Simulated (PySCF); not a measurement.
Si(OMe)4 (C4H12O4Si), SMILES CO[Si](OC)(OC)OC.

The structure is a stationary point at B3LYP-D3(BJ)/def2-SVP. The isomer is the one that the SMILES or the coordinates give; other isomers of the formula were not compared. Other conformers were not sampled.

The numbers are results of CAM-B3LYP/def2-SVP (PySCF), not measurements.

Symmetry labels are those of the subgroup C2 that the program uses (full group S4).

Computed valence orbital energies around the gap with their symmetry:
| orbital | symmetry | energy (eV) |
|---|---|---|
| HOMO−7 | A | -10.67 |
| HOMO−6 | A | -10.62 |
| HOMO−5 | B | -10.16 |
| HOMO−4 | B | -10.16 |
| HOMO−3 | A | -9.84 |
| HOMO−2 | A | -9.64 |
| HOMO−1 | B | -9.32 |
| HOMO | B | -9.32 |
| LUMO | A | 2.59 |
| LUMO+1 | A | 3.24 |
| LUMO+2 | B | 3.46 |
| LUMO+3 | B | 3.46 |
